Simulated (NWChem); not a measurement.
System: ZrBrF₃; SMILES [F][Zr]([Br])([F])[F]

All runs: NWChem. STO-3G and 3-21G are far too small for this property and stand as cheap habits. Coordinates come from a PBE0/def2-SVP optimisation. def2 effective core potentials on Zr; no spin-orbit coupling. B3LYP is NWChem's, with the RPA form of VWN correlation. Field at 589 nm.

For level B3LYP/STO-3G (all-electron, non-relativistic):

* **isotropic polarisability (bohr³)**: 25.0
* **anisotropy (bohr³)**: 20.0

### Question
Estimate the same quantities for level B3LYP/def2-SVP (core potentials).

### Answer
| Item | Value |
|---|---|
| isotropic polarisability (bohr³) | 48.1 |
| anisotropy (bohr³) | 22.3 |
